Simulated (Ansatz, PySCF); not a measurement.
C2H7ClSi3, SMILES Cl[Si@@H]1C=C[SiH2][SiH2]1. Atoms are numbered in the order given.

```xyz
13

Cl     2.3906     0.4449    -1.0424
Si     1.0473    -0.0026     0.5018
C      0.2456    -1.6681     0.1503
C     -1.0826    -1.8009    -0.0567
Si    -2.2934    -0.3428    -0.0159
Si    -0.8228     1.4236     0.4945
H      1.8449    -0.0493     1.7592
H      0.8840    -2.5619     0.0987
H     -1.4805    -2.8055    -0.2634
H     -2.9881    -0.2105    -1.3312
H     -3.3352    -0.5693     1.0303
H     -0.7352     2.4774    -0.5542
H     -1.0914     2.0388     1.8265
```

Geometry: B3LYP-D3(BJ)/def2-SVP. The structure was generated by enumeration; whether it is a known compound was not checked.

Two levels are set side by side: PBE-D3(BJ)/def2-SVP (Ansatz, a program for electronic structure) and B3LYP-D3(BJ)/def2-SVP (Ansatz). Each level has its own optimised geometry; the coordinates shown are those of the second. Frequencies come from the Hessian of PySCF at each geometry. Differences are taken from unrounded values.

```csv
quantity,B3LYP-D3(BJ)
mean bond length (Å),1.661
bond Cl1–Si2 (Å),2.095
bond Si2–C3 (Å),1.882
bond Si2–Si6 (Å),2.352
bond C3–C4 (Å),1.351
bond C4–Si5 (Å),1.896
bond Si5–Si6 (Å),2.354
bond Si2–H7 (Å),1.490
bond C3–H8 (Å),1.100
bond C4–H9 (Å),1.100
bond Si5–H10 (Å),1.493
bond Si5–H11 (Å),1.494
bond Si6–H12 (Å),1.489
bond Si6–H13 (Å),1.492
highest harmonic wavenumber (cm⁻¹),3120
mean harmonic wavenumber (cm⁻¹),1034
zero-point energy (kcal/mol),48.76
```

What does PBE-D3(BJ) give, and how far is it from B3LYP-D3(BJ)? (Estimate from the structure and the level; the computed values follow.)


```tsv
quantity	PBE-D3(BJ)	PBE-D3(BJ) minus B3LYP-D3(BJ)
mean bond length (Å)	1.669	0.009
bond Cl1–Si2 (Å)	2.098	0.003
bond Si2–C3 (Å)	1.888	0.006
bond Si2–Si6 (Å)	2.357	0.005
bond C3–C4 (Å)	1.359	0.008
bond C4–Si5 (Å)	1.900	0.004
bond Si5–Si6 (Å)	2.356	0.001
bond Si2–H7 (Å)	1.505	0.015
bond C3–H8 (Å)	1.108	0.008
bond C4–H9 (Å)	1.108	0.008
bond Si5–H10 (Å)	1.507	0.014
bond Si5–H11 (Å)	1.507	0.014
bond Si6–H12 (Å)	1.503	0.013
bond Si6–H13 (Å)	1.504	0.013
highest harmonic wavenumber (cm⁻¹)	3058	-62
mean harmonic wavenumber (cm⁻¹)	1000	-33
zero-point energy (kcal/mol)	47.20	-1.56
```

GGA bonds tend to be longer and softer than those of functionals with exact exchange. Differences between two approximate levels are no errors against the true value.
